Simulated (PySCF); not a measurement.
# Exercise with solution: entropy of an ideal gas

CH4Be, SMILES [CH3][BeH].

The structure is a stationary point at PBE0-D3(BJ)/def2-TZVPD.

PBE0-D3(BJ)/def2-TZVPD (PySCF) gives the harmonic wavenumbers 428, 428, 726, 726, 869, 1229, 1432, 1432, 2124, 3025, 3100, 3100 cm⁻¹ and the rotational temperatures 7.7721, 0.9657, 0.9657 K. The molar mass is 25.06 g/mol, the symmetry number 3, the spin multiplicity 1.

**Question.** Work out the entropy at 298.15 K and 1 atm in the rigid-rotor, harmonic-oscillator model.

**Answer.** 
Translation (Sackur–Tetrode at 1 atm): S = R[1.5 ln M + 2.5 ln T − 1.16487] = 148.9 J/(mol K).
Rotation: q = (√π/σ) T^1.5/√(θA θB θC) = 1130, S = R[ln q + 3/2] = 70.9 J/(mol K).
Vibration: with u = 1.4388 ν/T, each mode gives R[u/(e^u − 1) − ln(1 − e^−u)]:
```csv
ν (cm⁻¹),modes,u,S (J/(mol K))
428,2,2.07,7.24
726,2,3.50,2.32
869,1,4.19,0.66
1229,1,5.93,0.15
1432,2,6.91,0.13
```
The stiffer modes add less than 0.005 each. Sum 10.5 J/(mol K).
Spin: R ln 1 = 0.0 J/(mol K).
Total 230.3 J/(mol K); the program's own thermochemistry gives 230.4. Translation makes up 65 % and vibration 5 %. Anharmonicity, hindered rotation and orbital degeneracy are left out.
